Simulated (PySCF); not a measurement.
## [CrF4]2-: what the settings change

[CrF4]2-: Cr(II) (d4), charge -2. The structure is a PBE0-D3(BJ)/def2-TZVP, IEF-PCM water geometry optimised for multiplicity 5; coordination square planar, point group D4h, metal–donor distances 1.94 Å.

```
5

Cr    0.000    0.000    0.000
F     1.941    0.000    0.000
F    -1.941    0.000    0.000
F     0.000    1.941    0.000
F     0.000   -1.941    0.000
```

Method (PySCF 2.14, density fitting): CASSCF(4,5) with orbitals averaged over all microstates of the shell, strongly contracted NEVPT2 on the averaged canonical orbitals; basis x2c-TZVPall on the metal, x2c-SVPall elsewhere; spin-free X2C; IEF-PCM water; spin-orbit coupling by state interaction with the mean-field operator over all roots.

Base run: NEVPT2 ground state 5B1g, next 5B2g at 15543, then 3Eg at 16770 cm⁻¹, B(CASSCF) 965, ζ 226 cm⁻¹, D -1.50 cm⁻¹, g 1.974 1.997 1.997, μeff(300 K) 4.88 μB.

**Question.** What happens with the basis x2c-TZVPall on all atoms?

**Answer.** NEVPT2 ground state 5B1g, next 5B2g at 15110, then 3Eg at 17159 cm⁻¹, B(CASSCF) 966, ζ 227 cm⁻¹, D -1.53 cm⁻¹, g 1.974 1.997 1.997, μeff(300 K) 4.88 μB. It took 10 s against 8.5 s on a shared host of the same kind.

**Question.** What happens with orbitals averaged over the highest spin alone?

**Answer.** NEVPT2 ground state 5B1g, next 5B2g at 15155, then 3Eg at 17109 cm⁻¹, B(CASSCF) 995, ζ 233 cm⁻¹, D -1.62 cm⁻¹, g 1.972 1.997 1.997, μeff(300 K) 4.88 μB.

NEVPT2 lifts 5B2g from 13164 to 15543 cm⁻¹; on the d shell alone such lifts tend to overshoot.
